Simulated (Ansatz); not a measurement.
`N[SiH](Cl)Cl` + `N[SiH]([SiH3])Cl` → `N[SiH](Cl)[Si](N)(Cl)Cl` + SiH₄  (redistribution)

Program: Ansatz. Geometries: PBE0-D4/def2-TZVP. ΔE: electronic, gas phase. CCSD(T)/CBS adds triple-zeta CCSD(T) − MP2 to the extrapolated MP2 energy (def2 sets, frozen cores). This one scheme is used for every species. Each species was taken in one conformer, which may not be the lowest.

```json
{"species": "`N[SiH](Cl)Cl`", "CCSD(T)/CBS(def2) energy (Eh)": "-1265.28357"}
{"species": "`N[SiH]([SiH3])Cl`", "CCSD(T)/CBS(def2) energy (Eh)": "-1096.32520"}
{"species": "`N[SiH](Cl)[Si](N)(Cl)Cl`", "CCSD(T)/CBS(def2) energy (Eh)": "-2070.14767"}
{"species": "SiH₄", "CCSD(T)/CBS(def2) energy (Eh)": "-291.46306"}
```

Question: Work out ΔE.

Answer: ΔE = (-2070.14767) + (-291.46306) − (-1265.28357) − (-1096.32520) = -0.00196 Eh = -1.2 kcal/mol.

Largest T1 diagnostic among the species: 0.011.

In def2-TZVPP, CCSD(T) changes the Hartree–Fock value by −2.1 kcal/mol (the triples alone add −0.5 kcal/mol) and MP2 by −2.7 kcal/mol. The D4 term adds −3.0 kcal/mol with B3LYP and −1.8 kcal/mol with PBE0; it sums over pairs of atoms, weighted by their polarisabilities, and B3LYP, whose exchange is more repulsive, gets the larger term.

B3LYP here is the variant with VWN-RPA as its local correlation; programs differ in this.
